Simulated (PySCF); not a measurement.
```xyz
3
charge 0 multiplicity 6, angstrom
Ru    0.0000    0.0000   -0.8374
O     0.0000    0.0000   -2.6010
Br    0.0000    0.0000    1.6084
```

These are results of PySCF, UPBE0, basis Ru def2-SVP with ECP28, O def2-SVP, Br def2-SVP (scalar-relativistic core potentials, no spin–orbit coupling, density fitting), not measurements.

This geometry of RuOBr is a stationary point at this level.

(1) What is the point group?

(2) Is it a minimum?

(3) Which band is strongest in the infrared?

(4) What are the dipole moment and the gap between the highest occupied and lowest empty levels of either spin?

Results:

(1) C∞v.

(2) No: it has 2 imaginary modes (one degenerate set), at 62i cm⁻¹ (π).

(3) 828 cm⁻¹ (σ+), 51 km/mol.

(4) 0.62 D and 2.68 eV.

Other isomers or separated fragments may lie lower. Open d and f shells are described by one determinant, and the ground state may have another occupation or spin. At this level a quartet minimum of Cs symmetry lies 64 kJ/mol below this structure.
